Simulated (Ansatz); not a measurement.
One elementary step

Start structure (SnH5SBr, singlet), relaxed at PBE0-D4/def2-TZVP:

Sn1  (-0.750, -0.990, 0.060)
S2  (1.324, -0.076, 0.928)
H3  (-0.283, -1.784, -1.365)
H4  (-1.369, -2.073, 1.220)
H5  (-1.815, 0.304, -0.217)
H6  (1.227, 1.511, -0.687)
Br7  (0.951, 2.419, -1.787)
H8  (0.715, 0.689, 1.849)
(Å)

The step: SnH₄S ([SH][SnH3]) + HBr → SnH₃Br ([Br][SnH3]) + H₂S; bonds formed: Sn1–Br7, S2–H6; bonds broken: Sn1–S2, H6–Br7. Program: Ansatz 0.2.0. Basis: def2-TZVPP and def2-QZVPP. Cores are frozen in the correlated methods. Filled d shells of the heavier atoms are correlated. Core potentials replace the inner electrons of the atoms past krypton. The def2 sets are not built for correlating such inner shells, so the correlated values are less sure here. Extrapolation: Hartree–Fock as exp(−7.88 √X), correlation as X^−2.97. Energies below are by CCSD(T) at an estimated basis limit (MP2 extrapolated from triple and quadruple zeta, plus CCSD(T) − MP2 in triple zeta).

(1) What are the electronic barrier and the energy of the step, from the start structure to the end structure? (To be estimated.)

The T1 diagnostic stays at or below 0.012.

## Answers

(1) The calculation gives: Barrier 16.26 kcal/mol; step energy -10.43 kcal/mol (downhill); reverse barrier, their difference, 26.69 kcal/mol. Barrier and step energy count from the start structure, the reverse barrier from the end structure.

The saddle point: One imaginary mode of 196i cm⁻¹.
| pair | start (Å) | saddle (Å) | end (Å) |
| --- | --- | --- | --- |
| Sn1–Br7 | 4.23 | 2.93 | 2.50 |
| S2–H6 | 2.27 | 1.44 | 1.34 |
| Sn1–S2 | 2.43 | 2.66 | 3.88 |
| H6–Br7 | 1.45 | 1.99 | 2.95 |

Zero-point energy (harmonic, PBE0-D4): ZPE is 23.28 kcal/mol at the start and 23.32 kcal/mol at the saddle, so the barrier goes from 16.26 to 16.30 kcal/mol.

Labels in which every atom is bracketed show which atoms are joined, not bond orders.

For scale, one of the runs: CCSD(T)/def2-TZVPP, 210 basis functions, launched by `ansatz run in.yaml --threads 4 --pin off --events-out ev --progress --plain --max-ram 9574MiB`. The run took 2.4 min on 4 CPU threads of an Arm Neoverse V1 (shared host), with 3.1 GiB of host memory at its peak.
